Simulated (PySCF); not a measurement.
Job file and geometry (Å, from GFN2-xTB) of an NMR shielding run on SMILES CCCB(C)N1CCC1, C7H16BN, PySCF, GIAO PBE0/pcSseg-1 NMR shielding, non-relativistic, gas phase; density fitting, a coarse starting grid and PySCF grid level 2 are the driver's defaults:

```
$ OMP_NUM_THREADS=1 python probes_run.py task.json out

{"job": {"kind": "nmr", "xc": "PBE0", "basis": "pcSseg-1"}, "charge": 0, "multiplicity": 1}
C      2.865191     0.467543    -0.005161
C      2.413155    -0.910479     0.462379
C      0.948218    -0.902682     0.912202
B     -0.113476    -0.604425    -0.246362
C      0.014267    -1.273587    -1.683729
N     -1.184476     0.218434     0.028377
C     -1.598824     0.961408     1.212562
C     -2.846341     1.451023     0.466593
C     -2.340829     0.657415    -0.744586
H      3.905881     0.445246    -0.323142
H      2.254143     0.805103    -0.838810
H      2.768783     1.192044     0.801102
H      2.540617    -1.628367    -0.349640
H      3.053521    -1.230798     1.289805
H      0.721783    -1.886057     1.336747
H      0.848612    -0.189831     1.734664
H      0.191302    -2.344620    -1.607746
H      0.858092    -0.862090    -2.234698
H     -0.870782    -1.128766    -2.298860
H     -1.795476     0.324568     2.078608
H     -0.893076     1.744704     1.501643
H     -2.900706     2.526473     0.320134
H     -3.787313     1.096271     0.878614
H     -2.987075    -0.164132    -1.064098
H     -2.076128     1.259745    -1.617465
```

**Question.** What does the program print?

**Answer.** 
```
coarse grid: 19672 points
cycle   1  E = -355.3874282295  dE =  9.316e-01  |g| = 5.424e-01  |ddm| = 4.236e+00
cycle   2  E = -355.3713242176  dE =  1.610e-02  |g| = 6.068e-01  |ddm| = 1.114e+00
cycle   3  E = -355.4692001199  dE = -9.788e-02  |g| = 4.663e-02  |ddm| = 6.272e-01
cycle   4  E = -355.4695579095  dE = -3.578e-04  |g| = 2.354e-02  |ddm| = 5.076e-02
cycle   5  E = -355.4696623522  dE = -1.044e-04  |g| = 8.180e-03  |ddm| = 1.918e-02
cycle   6  E = -355.4696749844  dE = -1.263e-05  |g| = 2.199e-03  |ddm| = 6.954e-03
cycle   7  E = -355.4696761111  dE = -1.127e-06  |g| = 3.083e-04  |ddm| = 1.994e-03
final grid: 186608 points
cycle   8  E = -355.5214171919  dE = -6.707e-05  |g| = 1.081e-02  |ddm| = 3.965e-02
cycle   9  E = -355.5214070038  dE =  1.019e-05  |g| = 1.270e-02  |ddm| = 2.006e-02
cycle  10  E = -355.5214472278  dE = -4.022e-05  |g| = 1.116e-03  |ddm| = 1.078e-02
cycle  11  E = -355.5214474673  dE = -2.395e-07  |g| = 3.819e-04  |ddm| = 9.976e-04
cycle  12  E = -355.5214474971  dE = -2.982e-08  |g| = 6.660e-05  |ddm| = 3.201e-04
cycle  13  E = -355.5214474980  dE = -9.326e-10  |g| = 2.388e-05  |ddm| = 8.764e-05
converged SCF energy = -355.5214474980

GIAO shielding tensors (ppm)
atom      isotropic    diamagn.    paramagn.     s11        s22        s33       span
  0 C      168.368     249.105     -80.737    155.366    162.862    186.877     31.511
  1 C      163.837     247.604     -83.767    159.208    161.729    170.573     11.365
  2 C      164.003     253.878     -89.875    152.079    155.790    184.140     32.062
  3 B       57.845     194.374    -136.529     30.515     32.276    110.743     80.228
  4 C      187.823     254.669     -66.846    175.069    189.270    199.130     24.061
  5 N      142.561     321.131    -178.570     65.482    172.869    189.332    123.850
  6 C      137.097     245.136    -108.039    117.123    123.472    170.696     53.573
  7 C      170.073     260.917     -90.844    163.232    164.578    182.407     19.175
  8 C      137.185     245.281    -108.096    116.836    123.550    171.169     54.333
  9 H       30.652      28.335       2.318     26.065     27.513     38.379     12.314
 10 H       31.113      32.983      -1.870     26.891     31.474     34.974      8.083
 11 H       31.091      31.482      -0.390     27.316     29.313     36.646      9.330
 12 H       30.219      31.972      -1.753     26.472     29.196     34.989      8.517
 13 H       30.128      29.944       0.184     25.010     28.422     36.952     11.942
 14 H       30.988      33.355      -2.367     26.287     29.325     37.352     11.065
 15 H       30.985      36.019      -5.035     26.671     31.317     34.966      8.295
 16 H       31.586      31.986      -0.400     26.995     29.826     37.936     10.941
 17 H       31.567      32.768      -1.201     27.130     30.402     37.169     10.040
 18 H       31.486      33.050      -1.564     26.566     31.054     36.839     10.273
 19 H       27.653      30.885      -3.231     23.660     27.266     32.034      8.374
 20 H       27.504      31.628      -4.124     23.442     27.518     31.551      8.108
 21 H       29.517      30.843      -1.325     26.030     27.410     35.112      9.081
 22 H       29.497      30.245      -0.747     26.065     27.225     35.202      9.137
 23 H       27.536      29.803      -2.266     23.581     26.919     32.109      8.528
 24 H       27.567      30.512      -2.945     23.753     26.916     32.033      8.279
```

Size and cost of the density-fitted run: 233 basis functions, 82 s wall time on 1 thread of an Arm Neoverse N1, shared host; peak memory 1.1 GiB.
